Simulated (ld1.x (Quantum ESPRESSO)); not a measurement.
**Configuration tests for Co (TM)**

- Element: Co (Z = 27)
- Generator: ld1.x (Quantum ESPRESSO) 7.5
- Type: norm-conserving Troullier–Martins (Kleinman–Bylander form)
- Functional: PBE
- Relativity: scalar-relativistic
- Frozen core: [Ne]
- Valence charge: 17
- Reference configuration: 3s2 3p6 3d7 4s2 4p0
- Partial waves: 3p (bound): rc 0.80 bohr; 3d (bound): rc 1.25 bohr; 3s (bound): rc 0.90 bohr
- Local potential: the s channel
- Core correction: none

Occupied shells without a wave of their own: 4s. They enter only through the test configuration that unscreens the potential.

Energies are relative to the spin-unpolarised reference configuration 3s2 3p6 3d7 4s2 4p0; without spin polarisation the order of configurations can differ from experiment.

| valence configuration | charge | ΔE all-electron (eV) | error AE − PS (meV) |
| --- | --- | --- | --- |
| 3s2 3p6 3d7 4s1 4p0 | +1 | 9.030 | -177 |
| 3s2 3p6 3d7 4s0 4p0 | +2 | 25.816 | -450 |
| 3s2 3p6 3d6 4s0 4p0 | +3 | 61.686 | -690 |
| 3s2 3p6 3d7 4s1 4p1 | 0 | 4.351 | -128 |
| 3s2 3p6 3d7 4s0 4p2 | 0 | 8.979 | -272 |
| 3s1 3p6 3d7 4s2 4p0 | +1 | 110.503 | -54 |

Problem. What are ΔE and the potential's error for 3s2 3p6 3d6 4s2 4p0?

Solution. ΔE = 15.182 eV all-electron; the error (AE − PS) is +14 meV.

Levels in the configuration 3s1 3p6 3d7 4s2 4p0:

```
level  all-electron (eV)  pseudo (eV)
   3s           -119.276     -119.343
   3p            -82.291      -82.331
   3d            -23.809      -23.825
   4s            -14.636      -14.873
```

The 4s level has no wave, so the channel is fitted at the deeper level alone: the likely source of the large errors.
